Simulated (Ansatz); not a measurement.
One change: `O[SiH2][AlH][SnH3]` becomes `O[SiH2][AlH2]`.

Ansatz, PBE0-D4/def2-TZVP geometries, multiplicity 1. Each molecule was computed in one conformer, which needn't be the lowest.

Elements past krypton have def2 core potentials.

```
                                        property  `O[SiH2][AlH][SnH3]`
           LUMO energy (ωB97M-V/def2-TZVPP) / eV                 -0.94
             HOMO energy (B3LYP/def2-TZVPP) / eV                 -6.82
  size of the dipole moment (PBE/def2-TZVPP) / D                  0.95
              HOMO energy (PBE0/def2-TZVPP) / eV                 -7.00
         HOMO–LUMO gap (ωB97M-V/def2-TZVPP) / eV                  7.96
size of the dipole moment (B3LYP/def2-TZVPP) / D                  1.12
```

(1) What does the change do to each property? (Best estimate.)

## Answers

(1) Computed: 
```csv
property,`O[SiH2][AlH2]`,shift
LUMO energy (ωB97M-V/def2-TZVPP) / eV,-0.37,0.57
HOMO energy (B3LYP/def2-TZVPP) / eV,-7.23,-0.41
size of the dipole moment (PBE/def2-TZVPP) / D,1.06,0.11
HOMO energy (PBE0/def2-TZVPP) / eV,-7.42,-0.42
HOMO–LUMO gap (ωB97M-V/def2-TZVPP) / eV,9.05,1.09
size of the dipole moment (B3LYP/def2-TZVPP) / D,1.05,-0.07
```

With PBE0 the HOMO falls by 0.42 eV and the LUMO rises by 0.56 eV, so the gap widens by about 0.98 eV. PBE moves the HOMO by -0.31 eV and ωB97M-V by -0.53 eV. The zero-point energy changes by -37.1 kJ/mol with -9 modes. Dipoles are sizes alone; their direction can turn.

B3LYP here is the variant with VWN-RPA as its local correlation; programs differ in this.
